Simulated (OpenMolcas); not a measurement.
V3+ (d2) on a cation site of an ionic host was computed by CASSCF with the d shell active (OpenMolcas, ANO-RCC-VTZP on the metal). Its lowest spin-free states, and all those of the highest spin:

| 2S+1 | Degeneracy | E (cm-1) |
| --- | --- | --- |
| 3 | 3 | 0.0 |
| 1 | 3 | 13849 |
| 1 | 2 | 14118 |
| 3 | 3 | 15698 |
| 1 | 1 | 28765 |
| 3 | 3 | 28947 |
| 1 | 3 | 31605 |
| 3 | 1 | 33109 |
| 1 | 3 | 34851 |
| 1 | 2 | 49138 |
| 1 | 1 | 69455 |

**Question.** Is the site octahedral, tetrahedral or cube-like, axial, or of lower symmetry?

**Answer.** The states with 2S+1 = 3 have orbital degeneracies 3, 3, 3, 1. Threefold states need a cubic site. For d2 at this spin an octahedron puts the threefold T1 below the threefold T2 and a tetrahedron or cube puts the single A2 below the threefold T2, so the site is octahedral. The run had V3+ with its 6 nearest fluoride ions at 1.899 Å, on the Ge site of Cs2GeF6 (a = 9.021 Å, distance in the model lattice 1.804 Å). The rest of the host is ab initio model potentials to 7.6 Å and point charges beyond; the distance is set by hand and nothing relaxes, and no local charge compensation is placed. Ligand basis ANO-RCC-VDZP.

An orbital triplet at a regular site is open to Jahn-Teller coupling, which can distort the site and quench the lowest spin-orbit gaps and is left out. Without dynamic correlation the repulsion within the d shell is too large (B by tens of per cent), so at a given field states of lower spin stand too high. Ligand-to-metal charge-transfer states are missing. With no ligand orbital active B as a rule stays too high, so bands that hang on it stand too high and its fall with covalency is understated. With metal d orbitals alone and no dynamic correlation 10Dq can be off by a tenth to a fifth, either way, in oxide and fluoride hosts. No measured value stands beside these numbers; the geometry was set by hand and not optimised.
